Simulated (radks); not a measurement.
Tm XII, configuration [Kr] 4d10 4f10 5s2. Method: Dirac Kohn-Sham, LB94 model potential, spin-unpolarised, spherical densities, finite nucleus; open shells fill j = l - 1/2 first; Fermi nuclear charge, rms radius 5.2256 fm; computed with a radial shooting solver on a logarithmic mesh with Libxc functionals. Some entries of the table are withheld. Estimate them.

| orbital | occ. | eigenvalue (hartree) | <1/r> (bohr^-1) |
|---|---|---|---|
| 1s1/2 | 2 | -2191.700 | 79.14 |
| 2s1/2 | 2 | -376.8679 | 19.08 |
| 2p1/2 | 2 | -359.9774 | 19.08 |
| 2p3/2 | 4 | -323.6425 | 16.46 |
| 3s1/2 | 2 | -91.20526 | 6.980 |
| 3p1/2 | 2 | -83.67609 | 6.908 |
| 3p3/2 | 4 | -76.01712 | 6.237 |
| 3d3/2 | 4 | (1) | 6.131 |
| 3d5/2 | 6 | (2) | 5.967 |
| 4s1/2 | 2 | -24.23382 | 2.927 |
| 4p1/2 | 2 | -21.20602 | (3) |
| 4p3/2 | 4 | -19.46374 | (4) |
| 4d3/2 | 4 | -14.44421 | 2.388 |
| 4d5/2 | 6 | -14.12041 | 2.331 |
| 5s1/2 | 2 | -8.99679 | 1.272 |
| 4f5/2 | 6 | -7.93322 | 1.939 |
| 4f7/2 | 4 | -7.87566 | 1.919 |

Answer. 
(1) 3d3/2 eigenvalue (hartree): -63.07234
(2) 3d5/2 eigenvalue (hartree): -61.39273
(3) 4p1/2 <1/r> (bohr^-1): 2.826
(4) 4p3/2 <1/r> (bohr^-1): 2.590
